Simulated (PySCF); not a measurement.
## Bonding in `C/C=N\N([SiH3])CCC`

C5H14N2Si.
SMILES with atom numbers: `[CH3:1]/[CH:2]=[N:3]\[N:4]([SiH3:5])[CH2:6][CH2:7][CH3:8]` (hydrogens: H9, H10, H11 on C1; H12 on C2; H13, H14, H15 on Si5; H16, H17 on C6; H18, H19 on C7; H20, H21, H22 on C8)

Cartesian coordinates in Å at the GFN2-xTB level; atoms count from 1:
```
atom  x, y, z in Å
C1     2.8183    0.4780   -1.0271
C2     2.3224   -0.3985    0.0851
N3     1.2365   -0.4376    0.7271
N4     0.1524    0.3542    0.6024
Si5   -0.0875    1.8306   -0.2866
C6    -0.9266   -0.2170    1.3958
C7    -1.5795   -1.4204    0.7128
C8    -2.3775   -1.0295   -0.5233
H9     3.3639    1.3307   -0.6215
H10    3.5033   -0.0905   -1.6534
H11    2.0038    0.8519   -1.6410
H12    3.0260   -1.1527    0.4223
H13   -1.2847    2.4313    0.2951
H14   -0.3155    1.6065   -1.7230
H15    1.0676    2.7011   -0.0765
H16   -1.6743    0.5527    1.5876
H17   -0.4970   -0.5416    2.3482
H18   -2.2377   -1.9097    1.4335
H19   -0.7921   -2.1259    0.4405
H20   -2.8391   -1.9064   -0.9720
H21   -3.1625   -0.3223   -0.2628
H22   -1.7307   -0.5655   -1.2639
```

Bond orders from the PBE0/pcSseg-1 density (PySCF). One conformer (not necessarily the lowest) at the GFN2-xTB geometry, without solvent, vibrations or thermal averaging.

How far do the computed orders between heavy atoms stray from the drawn ones?

The largest departure is 0.129, at N4–Si5 (drawn single, 0.871). Drawn single, order below 0.88: N4–Si5 (0.871).

Give the Mayer order of every bond, beside its length.

| bond | drawn as | length (Å) | Mayer order |
| --- | --- | --- | --- |
| C1–C2 | single | 1.500 | 1.019 |
| C2–N3 | double | 1.262 | 1.899 |
| N3–N4 | single | 1.348 | 1.052 |
| N4–Si5 | single | 1.740 | 0.871 |
| N4–C6 | single | 1.456 | 0.924 |
| C6–C7 | single | 1.530 | 1.035 |
| C7–C8 | single | 1.522 | 1.049 |
| C1–H9 | single | 1.090 | 0.945 |
| C1–H10 | single | 1.088 | 0.956 |
| C1–H11 | single | 1.086 | 0.937 |
| C2–H12 | single | 1.085 | 0.956 |
| Si5–H13 | single | 1.460 | 0.946 |
| Si5–H14 | single | 1.472 | 0.914 |
| Si5–H15 | single | 1.462 | 0.937 |
| C6–H16 | single | 1.090 | 0.946 |
| C6–H17 | single | 1.094 | 0.947 |
| C7–H18 | single | 1.092 | 0.953 |
| C7–H19 | single | 1.092 | 0.945 |
| C8–H20 | single | 1.088 | 0.971 |
| C8–H21 | single | 1.088 | 0.967 |
| C8–H22 | single | 1.087 | 0.954 |

By pair of heavy elements: C–C: lowest C1–C2 (1.019, 1.500 Å), highest C7–C8 (1.049, 1.522 Å); in 1 of the 3 pairs the longer bond (by over 0.003 Å) has the higher order (by 0.02 or more). C–N: lowest N4–C6 (0.924, 1.456 Å), highest C2–N3 (1.899, 1.262 Å).

Sum the orders of all bonds at each heavy atom with more than one neighbour and set the sums beside the valence in the SMILES.

C1 3.857 (drawn 4), C2 3.874 (drawn 4), N3 2.951 (drawn 3), N4 2.847 (drawn 3), Si5 3.668 (drawn 4), C6 3.852 (drawn 4), C7 3.982 (drawn 4), C8 3.941 (drawn 4). Orders between atoms that aren't bonded are not in these sums.

The Mayer order sums products of elements of PS (density times overlap matrix) between the two atoms' basis functions, so it depends on the basis set.

The run behind these numbers computed NMR shieldings as well. Time: 40 s; peak memory 0.88 GiB. Hardware: Arm Neoverse V1, one thread, no GPU, on a shared host.
